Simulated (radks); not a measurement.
Q: All-electron calculation, scalar-relativistic Kohn-Sham, LB94 model potential, spin-polarised, spherical densities, finite nucleus; Fermi nuclear charge, rms radius of each element as measured or else 0.836 A^(1/3) + 0.57 fm. Program: a radial shooting solver on a logarithmic mesh with Libxc functionals. Response by self-consistent Sternheimer equations with the Hartree and adiabatic LDA kernel, the relativistic mass of each level held fixed and spin-orbit coupling left out. Rank Ag+, Cd2+, Xe8+, Te6+, Pd, In3+, Sn4+, Sb5+, I7+ (NIST ground configurations) by static dipole polarisability, largest first.

A: Pd 20.94, Ag+ 9.385, Cd2+ 5.358, In3+ 3.467, Sn4+ 2.425, Sb5+ 1.789, Te6+ 1.371, I7+ 1.082, Xe8+ 0.8743 bohr^3.
